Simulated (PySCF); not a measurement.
# Radial density of Be (beryllium, neutral)

UHF, [He] 2s1 3d1, high-spin 3D determinant (an excited configuration). Computed with PySCF 2.14 in dyall-acv3z (15s9p4d2f, 76 functions), with the non-relativistic Hamiltonian (point nucleus).

```
r (bohr)  4πr²ρ (e/bohr)  4πr²(ρα − ρβ)
 0.00531         0.01188         0.0003
 0.00893         0.03267         0.0009
  0.0150         0.08802         0.0024
  0.0253          0.2296         0.0061
  0.0425          0.5665         0.0151
  0.0714           1.275         0.0336
   0.120           2.464         0.0628
   0.202           3.709         0.0848
   0.340           3.715         0.0552
   0.572           1.926        -0.0052
   0.962          0.4741         0.1219
    1.62          0.4573         0.4463
    2.72          0.3802         0.3802
    4.58          0.2903         0.2903
    7.70         0.07119         0.0712
```

The outer electron is Rydberg-like, and this basis confines it to a smaller radius and binds it less than a complete one would.

**Question.** Where is the radial spin density 4πr²(ρα − ρβ) most negative, and why is it negative at all?

**Answer.** Around r = 0.572 bohr, down to -0.0052 e/bohr: exchange with the open shell polarises the paired shells in an unrestricted calculation.
